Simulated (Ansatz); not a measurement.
Steps of a relaxation of `FB1N=CS1` with RKS PBE-D4/def2-SVP.

```sh
$ ansatz run in.yaml --threads 2 --pin off --events-out ev --progress --plain --max-ram 4352MiB
```

```yaml
crystal:
  periodic: [false, false, false]
  atoms:
    - {symbol: F, position_ang: [-0.074000, -2.170000, -1.301600]}
    - {symbol: B, position_ang: [-0.071200, -0.851500, -0.640900]}
    - {symbol: N, position_ang: [-0.680900, -0.281000, 0.642800]}
    - {symbol: C, position_ang: [0.021200, 0.904300, 0.674800]}
    - {symbol: S, position_ang: [0.942800, 0.584700, -0.783300]}
    - {symbol: H, position_ang: [-0.095900, 1.749400, 1.362000]}
basis:
  gaussian: {orbitals: def2-SVP}
hamiltonian: {xc: pbe, dispersion: d4}
relax: {f_tol: 0.03, max_steps: 200}
```

Positions (Å) and forces (eV/Å) along the path, 11 of 11 steps:

```xyz
6
step=1 energy=-16752.3637 eV
F    -0.074   -2.170   -1.302   -0.311    4.284    2.133
B    -0.071   -0.852   -0.641   -0.302   -3.121    0.420
N    -0.681   -0.281    0.643   -0.635    1.794    1.867
C     0.021    0.904    0.675   -2.788   -5.912   -1.473
S     0.943    0.585   -0.783    3.870    2.762   -3.165
H    -0.096    1.749    1.362    0.166    0.193    0.219
6
step=2 energy=-16753.6731 eV
F    -0.134   -2.029   -1.227    0.770    2.359    1.762
B     0.063   -0.848   -0.500   -2.538   -1.743   -1.038
N    -0.784   -0.286    0.649    1.867    0.608   -0.146
C    -0.028    0.807    0.589   -1.829   -2.263    0.193
S     0.996    0.662   -0.886    1.575    0.737   -0.558
H    -0.070    1.630    1.330    0.154    0.301   -0.213
6
step=3 energy=-16753.8285 eV
F    -0.132   -2.024   -1.223    0.613    2.150    1.584
B     0.043   -0.850   -0.506   -1.852   -1.262   -1.001
N    -0.774   -0.300    0.654    1.172    0.175    0.027
C    -0.045    0.791    0.601   -0.988   -1.756   -0.389
S     1.007    0.681   -0.871    1.104    0.286   -0.397
H    -0.057    1.638    1.299   -0.049    0.406    0.176
6
step=4 energy=-16753.9700 eV
F    -0.145   -1.964   -1.184    0.073    0.862    0.206
B    -0.022   -0.795   -0.551   -0.166   -0.947    0.689
N    -0.705   -0.376    0.743    0.525    0.860   -1.508
C    -0.104    0.768    0.550    0.380   -0.928    0.933
S     1.099    0.672   -0.854   -0.552   -0.070   -0.167
H    -0.082    1.630    1.249   -0.259    0.224   -0.153
6
step=5 energy=-16754.0712 eV
F    -0.144   -1.960   -1.189    0.110    0.475    0.179
B    -0.008   -0.815   -0.537   -0.353   -0.300    0.355
N    -0.727   -0.361    0.713    0.517    0.174   -0.721
C    -0.065    0.745    0.591    0.045   -0.157    0.111
S     1.078    0.678   -0.863   -0.222   -0.192    0.038
H    -0.092    1.648    1.239   -0.097    0.000    0.038
6
step=6 energy=-16754.0826 eV
F    -0.142   -1.955   -1.189    0.070    0.182    0.067
B    -0.007   -0.820   -0.534   -0.294   -0.003    0.305
N    -0.727   -0.357    0.702    0.317   -0.061   -0.367
C    -0.055    0.740    0.602    0.020    0.080   -0.127
S     1.070    0.676   -0.865   -0.059   -0.131    0.039
H    -0.096    1.652    1.238   -0.052   -0.067    0.083
6
step=7 energy=-16754.0863 eV
F    -0.141   -1.954   -1.176    0.030    0.019   -0.019
B    -0.012   -0.815   -0.532   -0.036   -0.059    0.000
N    -0.717   -0.351    0.685    0.009    0.116    0.066
C    -0.053    0.752    0.596    0.059   -0.135   -0.171
S     1.076    0.662   -0.885   -0.120    0.095    0.214
H    -0.111    1.641    1.266    0.058   -0.036   -0.090
6
step=8 energy=-16754.0906 eV
F    -0.132   -1.954   -1.180   -0.003    0.021    0.029
B    -0.019   -0.818   -0.528   -0.045    0.001    0.029
N    -0.725   -0.345    0.689   -0.104   -0.305   -0.057
C    -0.051    0.747    0.590    0.129    0.249   -0.018
S     1.067    0.670   -0.873    0.000    0.010    0.021
H    -0.098    1.637    1.255    0.023    0.024   -0.004
6
step=9 energy=-16754.0916 eV
F    -0.132   -1.955   -1.178    0.004    0.004    0.000
B    -0.020   -0.818   -0.529   -0.032    0.007    0.043
N    -0.725   -0.348    0.687   -0.027   -0.096   -0.033
C    -0.051    0.748    0.590    0.048    0.038   -0.033
S     1.067    0.672   -0.872   -0.003    0.014    0.013
H    -0.097    1.637    1.256    0.010    0.033    0.010
6
step=10 energy=-16754.0918 eV
F    -0.130   -1.956   -1.177    0.000    0.007    0.005
B    -0.022   -0.819   -0.528   -0.013   -0.004    0.013
N    -0.727   -0.349    0.686    0.035    0.028   -0.021
C    -0.050    0.749    0.589   -0.028   -0.058   -0.014
S     1.066    0.674   -0.871   -0.002    0.008    0.010
H    -0.095    1.637    1.256    0.008    0.019    0.007
6
step=11 energy=-16754.0918 eV
F    -0.130   -1.956   -1.177    0.000    0.006    0.005
B    -0.023   -0.819   -0.528    0.012    0.014   -0.008
N    -0.727   -0.349    0.685   -0.006   -0.007    0.004
C    -0.051    0.748    0.588    0.010    0.004   -0.009
S     1.066    0.675   -0.870   -0.015   -0.015    0.009
H    -0.093    1.637    1.256   -0.001   -0.002    0.000
```

It took 19 s on 2 threads of an Arm Neoverse V1 on a shared host, with 0.17 GiB of host memory at the peak.
